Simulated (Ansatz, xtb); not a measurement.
## Relaxing a trial structure of CH3BF2

The starting geometry of this gas-phase singlet was built from a drawn formula by distance geometry and a force field; its bonds are those of `[CH2+][BH-](F)F`.

```xyz
7

C     0.0258    0.0931   -1.2313
B     1.1365    0.5744   -0.2534
F     2.0914    1.3724   -1.0096
F     0.5172    1.4628    0.7596
H    -1.0278    0.3177   -1.0512
H     0.3001   -0.5559   -2.0484
H     1.6873   -0.3004    0.2550
```

Problem. Where would you expect an optimisation with r2SCAN-D4/def2-SVP to take it?

Solution. It rearranges to `CB(F)F`. Distances that change by over a tenth: B2–F4 (1.48 → 1.33 Å). Contacts that open: B2–H7 (1.15 → 2.17 Å). Contacts that close: C1–H7 (2.26 → 1.10 Å).

The energy falls by 4.82 eV over 13 steps:

```json
{"step": "1", "E − E(last) (eV)": "4.822"}
{"step": "2", "E − E(last) (eV)": "4.316"}
{"step": "4", "E − E(last) (eV)": "2.980"}
{"step": "5", "E − E(last) (eV)": "2.185"}
{"step": "6", "E − E(last) (eV)": "1.200"}
{"step": "8", "E − E(last) (eV)": "0.202"}
{"step": "9", "E − E(last) (eV)": "0.065"}
{"step": "10", "E − E(last) (eV)": "0.006"}
{"step": "12", "E − E(last) (eV)": "0.000"}
{"step": "13", "E − E(last) (eV)": "0.000"}
```

Final geometry (Å):

```
atom    x (Å)    y (Å)    z (Å)
   C   0.3083  -0.1139  -0.9115
   B   1.1133   1.1050  -0.3732
   F   2.2264   1.5343  -0.9532
   F   0.7402   1.7601   0.7189
   H  -0.7750   0.0182  -0.7731
   H   0.5258  -0.3355  -1.9654
   H   0.5913  -1.0042  -0.3219
```

From the same start GFN2-xTB reaches the same bonding as this run.

The end wasn't checked by frequencies. Run with Ansatz 0.2.0, 64 s on 1 thread of AMD EPYC (Zen 3) (shared host).
